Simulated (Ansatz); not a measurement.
Computed with Ansatz on PBE0-D4/def2-TZVP structures; ΔE is electronic, products minus reactants. CBS: MP2 limit from def2 TZ/QZ plus the TZ coupled-cluster correction, frozen cores. This one scheme is used for every species. Functionals use def2-TZVPP. Each species was taken in one conformer, which may not be the lowest.

`[OH][Al]([SH])[O][SiH3]` + `OBOCF` → `FCOBO[SiH3]` + `[OH][Al]([OH])[SH]`  (ligand exchange at the Si–O bond)

Question: Is it downhill or uphill in electronic energy at CCSD(T)/CBS, and by how much? (Best estimate.)

Answer: Ansatz gave: Uphill: ΔE = +24.4 kJ/mol.

Question: What do these levels give: r2SCAN-D4, B97M-V, BLYP, RPA@PBE/def2-TZVPP, CCSD/def2-TZVPP, CCSD/CBS(def2)? (Estimate.)

Answer: Ansatz gave: r2SCAN-D4 26.2, B97M-V 27.4, BLYP 25.8, RPA@PBE/def2-TZVPP 26.1, CCSD/def2-TZVPP 27.1, CCSD/CBS(def2) 25.2 kJ/mol.

Largest T1 diagnostic among the species: 0.013.

Leaving LDA and LC-ωPBE aside and taking each functional with its dispersion term where it has one, the values, not all of them listed here, spread over 5.1 kJ/mol, from revPBE-D4 to BHLYP-D4. At CCSD(T), def2-SVP lies +11.4 kJ/mol from the extrapolated value and def2-TZVPP +1.9 kJ/mol.
